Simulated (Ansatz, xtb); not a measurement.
**C5H7NSi: which of two isomers lies lower**

We compare I, `[SiH3]c1cccnc1`, a singlet, with II, `[SiH3]c1ccncc1`, a singlet. Both are isolated molecules in the gas phase, relaxed with r2SCAN-D4/def2-SVP.

Quicker runs give these differences E(II) − E(I): GFN2-xTB +0.54 kcal/mol; HF/STO-3G +0.25 kcal/mol (at GFN2-xTB geometries); r2SCAN-D4/def2-SVP//GFN2-xTB +0.59 kcal/mol.

Estimate E(II) − E(I) at the level CCSD(T)/def2-SVP + ΔMP2/def2-TZVPP.

Too close to call at this level: CCSD(T)/def2-SVP + ΔMP2/def2-TZVPP gives E(II) − E(I) = +0.59 kcal/mol.

The same difference at several levels:

| level | geometry | E(II) − E(I) (kcal/mol) | departure from the last row (kcal/mol) | job, with rough time for the two |
| --- | --- | --- | --- | --- |
| GFN2-xTB | GFN2-xTB | +0.54 | −0.05 | optimisation, 0.6 s |
| HF/STO-3G | GFN2-xTB | +0.25 | −0.34 | single point, 2.9 s |
| r2SCAN-D4/def2-SVP//GFN2-xTB | GFN2-xTB | +0.59 | +0.01 | single point, 13 s |
| r2SCAN-D4/def2-SVP | r2SCAN-D4/def2-SVP | +0.60 | +0.01 | optimisation, 4.5 min |
| HF/def2-SVP | r2SCAN-D4/def2-SVP | +0.99 | +0.40 | part of the CCSD(T) run |
| MP2/def2-SVP | r2SCAN-D4/def2-SVP | +0.32 | −0.27 | part of the CCSD(T) run |
| CCSD(T)/def2-SVP | r2SCAN-D4/def2-SVP | +0.53 | −0.06 | single point |
| CCSD(T)/def2-SVP + ΔMP2/def2-TZVPP | r2SCAN-D4/def2-SVP | +0.59 |  | single point, 3.5 min |

As drawn, both hold the same kinds of bond in the same numbers.

The largest departure from CCSD(T)/def2-SVP + ΔMP2/def2-TZVPP is that of HF/def2-SVP, 0.40 kcal/mol. A small imaginary or near-zero mode remains, so no thermal terms are given. The last row adds to CCSD(T) the change of the MP2 difference between the two basis sets, here +0.06 kcal/mol.

The correlated steps freeze 11 core orbitals. Run with Ansatz 0.2.0, xtb 6.7.1; the last row on 2 threads of Intel(R) Xeon(R) Processor @ 2.50GHz (Skylake/Cascade Lake) on a shared host.
